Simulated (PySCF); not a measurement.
Cl4Fe (SMILES [Cl][Fe-]([Cl])([Cl])[Cl]), charge -1, sextet, geometry from GFN2-xTB (such geometries of metal compounds can be far from the true shape); HF/6-31G (PySCF).

Here is a job for PySCF.
```python
from pyscf import gto, scf

mol = gto.M(
    atom='''
Fe   -0.00000000   -0.00000000   -0.00000000
Cl    1.71855113   -0.56358205   -1.20848796
Cl    0.65566275    0.46239914    2.02182572
Cl   -0.95592471    1.74942799   -0.87016982
Cl   -1.41828916   -1.64824508    0.05683206
''',
    basis='6-31g',
    charge=-1,
    spin=5,
    verbose=4,
)

mf = scf.UHF(mol)
mf.kernel()
```

### Question
What does PySCF print? Leave out banner, timings and long lists.

### Answer

```
PySCF version 2.14.0

[INPUT] verbose = 4
[INPUT] num. atoms = 5
[INPUT] num. electrons = 95
[INPUT] charge = -1
[INPUT] spin (= nelec alpha-beta = 2S) = 5
[INPUT] symmetry False subgroup None
[INPUT] Mole.unit = angstrom
[INPUT] Symbol           X                Y                Z      unit          X                Y                Z       unit  Magmom
[INPUT]  1 Fe     0.000000000000   0.000000000000   0.000000000000 AA    0.000000000000   0.000000000000   0.000000000000 Bohr   0.0
[INPUT]  2 Cl     1.718551130000  -0.563582050000  -1.208487960000 AA    3.247590966762  -1.065015723221  -2.283711269234 Bohr   0.0
[INPUT]  3 Cl     0.655662750000   0.462399140000   2.021825720000 AA    1.239023027579   0.873807734834   3.820696882402 Bohr   0.0
[INPUT]  4 Cl    -0.955924710000   1.749427990000  -0.870169820000 AA   -1.806435897604   3.305939775748  -1.644382641662 Bohr   0.0
[INPUT]  5 Cl    -1.418289160000  -1.648245080000   0.056832060000 AA   -2.680178077839  -3.114731787362   0.107397028495 Bohr   0.0

nuclear repulsion = 688.440417347389
number of shells = 39
number of NR pGTOs = 274
number of NR cGTOs = 79
basis = 6-31g
ecp = {}

******** <class 'pyscf.scf.uhf.UHF'> ********
method = UHF
initial guess = minao
damping factor = 0
level_shift factor = 0
DIIS = <class 'pyscf.scf.diis.CDIIS'>
diis_start_cycle = 1
diis_space = 8
diis_damp = 0
SCF conv_tol = 1e-09
SCF conv_tol_grad = None
SCF max_cycles = 50
direct_scf = True
direct_scf_tol = 1e-13
number electrons alpha = 50  beta = 45
Set gradient conv threshold to 3.16228e-05
init E= -3098.27637106588

cycle= 1 E= -3090.1759410588  delta_E=  8.1  |g|= 3.56  |ddm|= 9.61

cycle= 2 E= -3064.0724287425  delta_E= 26.1  |g|= 8.84  |ddm|= 13.4
cycle= 3 E= -3087.94153474197  delta_E= -23.9  |g|= 5.42  |ddm|= 6.99
cycle= 4 E= -3092.05121542607  delta_E= -4.11  |g|=  4.4  |ddm|= 1.27

cycle= 5 E= -3100.13014793909  delta_E= -8.08  |g|= 0.44  |ddm|= 3.03
cycle= 6 E= -3100.333113876  delta_E= -0.203  |g|= 0.526  |ddm|= 0.785
cycle= 7 E= -3100.3850846235  delta_E= -0.052  |g|= 0.435  |ddm|= 0.275
cycle= 8 E= -3100.45749784273  delta_E= -0.0724  |g|= 0.0853  |ddm|= 0.583
cycle= 9 E= -3100.46276716073  delta_E= -0.00527  |g|= 0.0337  |ddm|= 0.104
cycle= 10 E= -3100.46339204453  delta_E= -0.000625  |g|= 0.00549  |ddm|= 0.0394
cycle= 11 E= -3100.46342319865  delta_E= -3.12e-05  |g|= 0.00368  |ddm|= 0.0106
cycle= 12 E= -3100.46343073492  delta_E= -7.54e-06  |g|= 0.00146  |ddm|= 0.00758
cycle= 13 E= -3100.46343174442  delta_E= -1.01e-06  |g|= 0.000158  |ddm|= 0.00233
cycle= 14 E= -3100.46343175769  delta_E= -1.33e-08  |g|= 2.07e-05  |ddm|= 0.000151
cycle= 15 E= -3100.4634317586  delta_E= -9.14e-10  |g|= 4.96e-06  |ddm|= 5.94e-05
Extra cycle  E= -3100.46343175866  delta_E= -5.64e-11  |g|= 2.81e-06  |ddm|= 9.33e-06
converged SCF energy = -3100.46343175866  <S^2> = 8.7596073  2S+1 = 6.0032016
```
